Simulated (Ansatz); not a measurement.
```xyz
4

F     0.7100    0.0000    3.3000
F    -0.7100    0.0000    3.3000
Li    1.3400    0.0000    0.0000
Li   -1.3400    0.0000    0.0000
```

RHF on singlet Li₂F₂ was run in several spherical basis sets with Ansatz (development build ahead of 0.2.0). Caution for RHF: stretched shape with no unrestricted run beside it, a lower state can exist.

(1) Rank the basis sets by the total energy that they give, lowest first, with the distance from the lowest.
A. cc-pVDZ
B. def2-SVP
C. 6-31G

Answers

(1) A (0.00 eV), C (1.17 eV), B (5.31 eV).

Totals follow the description of the cores as much as that of the bonds, so this order isn't one of quality for chemistry.
